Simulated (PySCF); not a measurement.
Nonlinear optical response: SMILES O=S(=O)(c1ccc2cccc-2cc1)C(F)(F)F, C11H7F3O2S

Geometry:
```
atom   x (Å)   y (Å)   z (Å)
  O1   3.291   0.071   1.904
  S2   2.918   0.457   0.581
  O3   3.487   1.636   0.009
  C4   1.137   0.382   0.335
  C5   0.503  -0.483   1.205
  C6  -0.846  -0.812   1.229
  C7  -1.847  -0.354   0.393
  C8  -3.191  -0.722   0.458
  C9  -3.894  -0.049  -0.538
 C10  -3.020   0.760  -1.261
 C11  -1.734   0.620  -0.740
 C12  -0.602   1.266  -1.200
 C13   0.696   1.157  -0.720
 C14   3.474  -0.977  -0.547
 F15   3.070  -0.745  -1.798
 F16   4.788  -1.139  -0.546
 F17   2.900  -2.113  -0.144
 H18   1.145  -0.937   1.947
 H19  -1.154  -1.515   1.994
 H20  -3.609  -1.414   1.165
 H21  -4.950  -0.140  -0.720
 H22  -3.288   1.391  -2.088
 H23  -0.747   1.934  -2.040
 H24   1.463   1.746  -1.204
```

Computed, not measured: quadratic response PBE0/def2-SVPD first hyperpolarisability, Taylor convention, gas phase in PySCF. Geometry: GFN2-xTB.

What is the first hyperpolarisability, and how does it disperse?

In au, Taylor convention; the vector part is βᵢ = ⅓ Σⱼ (βᵢⱼⱼ + βⱼᵢⱼ + βⱼⱼᵢ); β∥ is 3/5 of the vector part along the dipole, the dipole points from − to +:
```csv
process,λ (nm),β vector norm,β∥,β HRS,depolarisation ratio
"static β(0;0,0)",∞,321.4,192.1,173.6,2.80
"second harmonic β(−2ω;ω,ω)",1907,374.9,224.6,194.0,3.08
"Pockels β(−ω;ω,0)",1907,337.6,201.9,–,–
"second harmonic β(−2ω;ω,ω)",1340,465.1,279.0,219.7,3.91
"Pockels β(−ω;ω,0)",1340,355.7,212.9,–,–
```

Which lowest excitations, dipole and polarisabilities go with it?

S1 2.18 eV (f = 0.008); S2 3.61 eV (f = 0.002); S3 4.80 eV (f = 0.003); dipole 5.31 D; isotropic α 172.7 au static, 173.9 au at 1907 nm, 175.2 au at 1340 nm, 177.9 au at 953.5 nm, 185.7 au at 670 nm.
